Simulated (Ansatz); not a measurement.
The cluster Ba2Se2⁺. The state is a doublet with charge 1. Geometry PBE-D4/def2-SVP, that of the neutral singlet; atoms count from 1.

```xyz
4

Ba    2.045    0.116    0.270
Ba   -2.042   -0.122   -0.285
Se    0.007   -1.935    0.781
Se   -0.009    1.941   -0.766
```

In the def2 sets Ba takes a core potential; there is no spin–orbit coupling. The structure comes from a short search, and lower isomers may exist.

(1) Estimate the Mulliken populations from the PBE0/def2-TZVP orbitals of Ansatz.

(2) Where does the spin sit?

(3) And the Mayer bond orders between bonded heavy atoms (over 0.3)?

Answers

(1) 
```tsv
atom	charge (e)	spin (α − β)
Ba1	1.31	-0.03
Ba2	1.31	-0.03
Se3	-0.81	0.53
Se4	-0.81	0.53
```
Mulliken values and Mayer orders depend strongly on the basis.

(2) Summed by element: Ba -0.07, Se 1.07, of 1 unpaired in all. Largest on single atoms: Se4 0.53, Se3 0.53, Ba1 -0.03.

(3) Ba1–Se3 0.62 (2.94 Å); Ba1–Se4 0.62 (2.94 Å); Ba2–Se3 0.62 (2.94 Å); Ba2–Se4 0.62 (2.94 Å). Values over 0.3 also appear between atoms too far apart for a bond (Se3–Se4 0.34 at 4.17 Å); they arise where an orbital or an unpaired electron spreads over both atoms.
